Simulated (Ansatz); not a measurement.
Job for Ansatz (a program for electronic structure): R-PBE0/def2-TZVPP on H2S2 (SMILES SS), a point of a torsion scan.

Ansatz 0.2 input:
```yaml
crystal:
  periodic: [false, false, false]
  atoms:
    - {symbol: S, position_ang: [-0.92445344, 0.55669724, 0.44326625]}
    - {symbol: S, position_ang: [0.92255500, 0.39001614, -0.44402378]}
    - {symbol: H, position_ang: [-1.54311762, -0.36129568, -0.30527155]}
    - {symbol: H, position_ang: [1.01053060, 1.65505253, -0.86554329]}
basis:
  gaussian:
    orbitals: def2-TZVPP
hamiltonian:
  xc: {name: PBE0}
scf: {lower_state_search: off}
```

Output:

```
WARN ansatz: RAYON_NUM_THREADS=2 ignored (pool sized by the plan → 2); use --threads N
Functional definition: PBE0
these checks for a lower state are left out or cut short: stability, starts, cluster_reference, orbital_swaps, neighbouring_geometries, increment
integrals: 0.03 GiB planned
748 factors; their error is unknown
mean field: 0.32 GiB planned
mean field evaluation 1: about -21696.1410 eV, gradient 1.1e1 eV
mean field evaluation 2: about -21696.3172 eV, gradient 7.7e0 eV
mean field evaluation 4: about -21696.4333 eV, gradient 5.1e-1 eV
mean field evaluation 8: about -21696.4526 eV, gradient 1.2e-2 eV
mean field evaluation 16: about -21696.4526 eV, gradient 6.0e-7 eV
mean field -21696.45260423 eV, -797.3299268218 hartree, gradient 6.0e-7 eV, S^2 0.000000; 0 other end points of the search recorded, 0 dependent functions left out
reference -21696.45262419 eV, -797.3299275551 hartree; 17, 17 occupied and 95, 95 virtual orbitals, 748 factors
Total energy: -21696.45262419 eV, -797.3299275551 hartree
Checks for a lower state left out: stability, starts, cluster_reference, orbital_swaps, neighbouring_geometries, increment
```

The calculation finished and met its thresholds.

Cost: roughly 1.4 core-seconds.
